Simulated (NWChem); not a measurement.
System: Si2H3F, singlet; SMILES [SiH3][Si]F

All runs: NWChem. Pople sets run with spherical d functions. Low-valent species are run as closed-shell singlets; no triplet was tried in these runs. Coordinates come from a PBE-D3(BJ)/def2-SVP optimisation. B3LYP is NWChem's, with the RPA form of VWN correlation. Static field.

```tsv
level	isotropic polarisability (bohr³)	anisotropy (bohr³)
PBE/6-31+G*	63.4	39.4
B3LYP/6-31+G*	(withheld)	(withheld)
CAM-B3LYP/6-31+G*	60.1	34.6
LDA (Slater exchange, VWN5)/6-31+G*	64.2	40.8
```

### Question
Some entries are withheld; supply them.

### Answer

- B3LYP/6-31+G*, isotropic polarisability (bohr³): 61.3
- B3LYP/6-31+G*, anisotropy (bohr³): 37.0
